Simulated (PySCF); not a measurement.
PySCF 2.14 output of an unrestricted PW91 calculation on a single atom or ion in x2c-TZVPPall (6s5p4d2f1g, 64 functions), with the spin-free X2C one-electron Hamiltonian (Gaussian nucleus):

```
SCF conv_tol = 1e-09
number electrons alpha = 12  beta = 9
    J. P. Perdew. In P. Ziesche and H. Eschrig, editors, Proceedings of the 75. WE-Heraeus-Seminar and 21st Annual International Symposium on Electronic Structure of Solids, 11. Berlin, 1991. Akademie Verlag.
    J. P. Perdew, J. A. Chevary, S. H. Vosko, K. A. Jackson, M. R. Pederson, D. J. Singh, and C. Fiolhais.,  Phys. Rev. B 46, 6671 (1992)
    J. P. Perdew, J. A. Chevary, S. H. Vosko, K. A. Jackson, M. R. Pederson, D. J. Singh, and C. Fiolhais.,  Phys. Rev. B 48, 4978 (1993)
    J. P. Perdew. In P. Ziesche and H. Eschrig, editors, Proceedings of the 75. WE-Heraeus-Seminar and 21st Annual International Symposium on Electronic Structure of Solids, 11. Berlin, 1991. Akademie Verlag.
    J. P. Perdew, J. A. Chevary, S. H. Vosko, K. A. Jackson, M. R. Pederson, D. J. Singh, and C. Fiolhais.,  Phys. Rev. B 46, 6671 (1992)
    J. P. Perdew, J. A. Chevary, S. H. Vosko, K. A. Jackson, M. R. Pederson, D. J. Singh, and C. Fiolhais.,  Phys. Rev. B 48, 4978 (1993)
cycle= 1 E= -1048.77983107126  delta_E= -0.00512  |g|= 0.00951  |ddm|= 0.087
cycle= 2 E= -1048.77983886906  delta_E= -7.8e-06  |g|= 0.00421  |ddm|= 0.00654
cycle= 3 E= -1048.77984237076  delta_E= -3.5e-06  |g|= 0.00112  |ddm|= 0.00283
cycle= 4 E= -1048.7798426487  delta_E= -2.78e-07  |g|= 1.75e-05  |ddm|= 0.000616
cycle= 5 E= -1048.77984264878  delta_E= -8.39e-11  |g|= 5.34e-07  |ddm|= 1.11e-05
converged SCF energy = -1048.77984264878  <S^2> = 3.750417  2S+1 = 4.0002085
```

The run itself started from symmetry-adapted Hartree-Fock orbitals and held the occupation by maximum overlap, on a logarithmic radial grid, so the iterations belong to that start.

Question: Which element, charge and spin multiplicity is this?

Answer: Cr³⁺ (chromium, charge +3), multiplicity 4; the state was [Ar] 3d3, high-spin 4F determinant.
